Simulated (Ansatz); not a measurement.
Name a neutral molecule of B, C, Ga and H with size of the dipole moment (PBE/def2-TZVPP) between 1.55 and 1.85 D and HOMO–LUMO gap (ωB97M-V/def2-TZVPP) between 9.95 and 10.25 eV (Ansatz, PBE0-D4/def2-TZVP geometry).

`B[CH2][GaH][CH3]` (1.61 D, 10.06 eV). Other molecules can fit too; these were computed, each in one conformer that needn't be the lowest.
